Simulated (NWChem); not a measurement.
CH4F2Si; SMILES F[SiH](F)C

Computed with NWChem. All runs use the structure optimised with PBE0/def2-SVP. Level: PBE0/def2-SVP with SMD, gas-phase geometry; reactions with the solvents are ignored.

```json
[
 {"SMD term (kcal/mol)": "distortion of the solute's density", "water": "0.43", "n-hexane": "0.08"},
 {"SMD term (kcal/mol)": "polarisation", "water": "-4.14", "n-hexane": "-1.75"},
 {"SMD term (kcal/mol)": "cavity, dispersion and structure", "water": "3.56", "n-hexane": "-0.07"}
]
```

Question: Sum the solvation free energies, find the transfer free energy from water to n-hexane and the partition coefficient at 298.15 K.

Answer: 
1. ΔG(solv, water) = -0.15 kcal/mol and ΔG(solv, n-hexane) = -1.74 kcal/mol (1 M gas to 1 M solution).
2. Transfer: -1.74 − (-0.15) = -1.59 kcal/mol.
3. log₁₀ K(n-hexane/water) = −ΔG/(RT ln 10) = 1.59/1.364 = 1.2, so the model puts more of the solute in n-hexane.
4. Of the transfer energy, 2.04 kcal/mol is electrostatic and -3.63 comes from the non-electrostatic term. The two phases are taken as the pure solvents.
